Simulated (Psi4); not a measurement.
Dimer: N2 (SMILES N#N) (first 2 atoms) with CHN (SMILES C#N); geometry from B3LYP-D3(BJ)/def2-TZVP.
(charge 0, multiplicity 1):
```tsv
atom	x (Å)	y (Å)	z (Å)
N	0.0639	0.3230	-1.0964
N	0.0305	0.1182	-0.0260
C	-0.0773	-0.5492	3.4218
N	-0.1126	-0.7676	4.5466
H	-0.0445	-0.3447	2.3738
```

All values below come from SAPT0/jun-cc-pV(D+d)Z (Psi4).

Question: Give the four SAPT terms and the total, and say what mostly holds the pair together.

Answer: electrostatics -1.42, exchange 1.44, induction -0.49, dispersion -0.71, total -1.19 kcal/mol; the largest attraction is electrostatics.
